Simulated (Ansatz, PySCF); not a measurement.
Al(I)2(Me) (CH3AlI2), SMILES [CH3][Al]([I])[I].

Coordinates come from a PBE0-D3(BJ)/def2-SVP optimisation. The structure was generated by enumeration; whether it is a known compound was not checked. The def2 effective core potentials stand for the cores of I; spin–orbit coupling is left out.

Vertical ionisation energy (IE) and electron affinity (EA) in eV. Rows of orbital energies are one-electron estimates. Where ΔSCF, EOM or ADC give a negative EA the extra electron is unbound and the value depends on the basis.

| level | IE | EA |
|---|---|---|
| −ε(HOMO), −ε(LUMO), HF/def2-TZVP (PySCF) | 10.05 | -1.35 |
| −ε(HOMO), −ε(LUMO), PBE/def2-TZVP (PySCF) | 6.49 | 2.19 |
| ΔSCF, PBE0/def2-SVPD (Ansatz), final states of multiplicity 2 and 2 | … | … |
| ΔSCF, PBE/def2-SVPD (Ansatz), final states of multiplicity 2 and 2 | 9.10 | 0.15 |

Fill in the missing entries. (An estimate is asked for; the answer gives what the named calculation found.)


- ΔSCF, PBE0/def2-SVPD (Ansatz, an electronic-structure program), final states of multiplicity 2 and 2, IE: 9.44
- ΔSCF, PBE0/def2-SVPD (Ansatz), final states of multiplicity 2 and 2, EA: 0.13

What vertical singlet–triplet gap does ΔSCF give with PBE0/def2-SVPD (Ansatz) and with PBE/def2-SVPD (Ansatz)? (An estimate is asked for; the answer gives what the named calculation found.)

4.78 and 4.44 eV (triplet above singlet where positive).
